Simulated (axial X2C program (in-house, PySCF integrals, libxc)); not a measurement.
## MgTe: from the spin-free to the two-component result

Computed with an axial X2C code built on PySCF integrals. Spin-free means the one-electron spin-free X2C Hamiltonian; two-component (2c) means X2C with spin–orbit coupling and atomic mean-field two-electron Coulomb and Gaunt terms, so the difference of the two also holds small scalar two-electron terms. Basis: Te dyall-cv3z [11s12p8d4f1g], Mg dyall-cv3z [9s8p6d3f] (cores contracted in-house); Gaussian nuclei, density fitting, unrestricted open shells. Masses: Te 129.906 u, Mg 23.985 u.

Spin-free state: M_S = 0, Λ = 0 (closed shell); fragments Te + Mg.

```csv
level,Re (Å),ωe (cm⁻¹),De (eV),μ (D)
PBE0,2.452,368.0,1.537,6.97
HF,2.467,358.1,0.102,8.29
CCSD,2.482,352.4,1.195,n/a
CCSD(T),2.483,357.0,1.403,n/a
BP86,2.471,354.2,1.685,6.38
```

Correlated methods: 8 electrons correlated (number of frozen shells: Te 4 s, 3 p, 2 d; Mg 2 s, 1 p), 292 virtual spin orbitals or spinors in MP2, 88 natural virtuals in coupled cluster.

Dipoles are positive if Mg is the positive end.

Two-component determinant lowest at the distance of the search:

Ω = 0 (closed shell); fragments Te + Mg.

```
  level  Re (Å)  ωe (cm⁻¹)  De (eV)  μ (D)
   PBE0   2.478      339.3    1.364   6.36
     HF   2.496      324.2      n/a   7.55
   CCSD   2.511      321.5    0.986    n/a
CCSD(T)   2.510      326.0    1.184    n/a
   BP86   2.503      321.9    1.512   5.75
```

Q: From the two tables, how do the constants change at the CCSD(T) level (2c against spin-free)?

A: At the CCSD(T) level Re goes up by 0.027 Å and ωe decreases by 31.0 cm⁻¹; De changes by -0.219 eV.

The state is a single determinant with fixed occupations, the lowest that a limited PBE0 search found. Closed shells are restricted here (equal orbitals for both partners); the stretched side of such a curve lies too high. Dissociation energies refer to the lowest single-determinant-based atoms at the same level and basis. De is not given where an atomic determinant may have missed its ground term or J level, or where the truncated virtual space spoils (T). Coupled cluster ran in a truncated set of natural virtual spinors; the MP2 energy of the rest was added. (T) has no such correction and the atoms are truncated less, which lowers De at CCSD(T) by a hundredth of an eV or more. Other states lie close and PBE0, whose exact exchange favours high spin, may order them wrongly; the determinant shown need not be the ground state. The nearest other spin-free determinant of the search, M_S = 1, Λ = 1, lies 0.34 eV up at the distance of the search. Without a current term, density functionals place determinants with orbital angular momentum somewhat too high. At some level and bond length an empty orbital lies below a filled one. With the outer-core shells frozen, correlated bond lengths of heavy atoms tend to come out a few hundredths of an ångström too long.
